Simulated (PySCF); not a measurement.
# Oscillator strengths, rates and cross-sections

C6H9N3.
SMILES: `C=Nc1cc(CC)n[nH]1`

The calculation used PySCF, TDDFT PBE0/def2-SVPD, vertical, gas phase, core orbitals frozen in the response. Isolated species at its GFN2-xTB geometry (one conformer only). Torsions of this conformer, `[CH2:1]=[N:2][c:3]1[cH:4][c:5]([CH2:6][CH3:7])[n:8][nH:9]1`: C1–N2–C3–C4 1°, C4–C5–C6–C7 80°.

Computed singlets with f of 0.002 or more:

```json
{"state": "S2", "ν̃ (cm⁻¹)": "38960", "f": "0.350"}
{"state": "S3", "ν̃ (cm⁻¹)": "40320", "f": "0.039"}
{"state": "S5", "ν̃ (cm⁻¹)": "53180", "f": "0.0028"}
{"state": "S6", "ν̃ (cm⁻¹)": "56190", "f": "0.061"}
```

Give A, τ, |μ| and ∫σ dE for each state.

For one non-degenerate pair of states in vacuum, A = 0.6670 f ν̃² s⁻¹ with ν̃ in cm⁻¹, τ = 1/A, |μ|² = 3f / (2ΔE) in atomic units, and the integrated cross-section is ∫σ dE = 109.76 f Mb·eV.

```
state  A (s⁻¹)       τ  |μ| (D)  ∫σ dE (Mb·eV)
   S2  3.5×10⁸  2.8 ns     4.37             38
   S3  4.2×10⁷   24 ns     1.44            4.3
   S5  5.3×10⁶  190 ns     0.33           0.31
   S6  1.3×10⁸  7.8 ns     1.52            6.7
```

Leading configurations: S2 H→L (91%); S3 H-1→L (91%); S5 H→L+1 (78%); S6 H→L+2 (71%) (H = HOMO, L = LUMO).

These lifetimes count emission to the ground state at the vertical energy alone; relaxation of the geometry and all other decay channels are left out.

By what factor does the largest A in the list exceed the smallest?

S2 has 67 times the rate of S5.

How much energy does a mole of photons resonant with S2 carry?

4.831 eV × 96.485 = 466 kJ/mol (111 kcal/mol).

Suppose S2 emitted 0.3 eV lower with the same transition dipole. How would A change?

At fixed |μ|, A goes as the cube of the energy: (4.53/4.83)³ = 0.83, which makes τ about 3.4 ns.
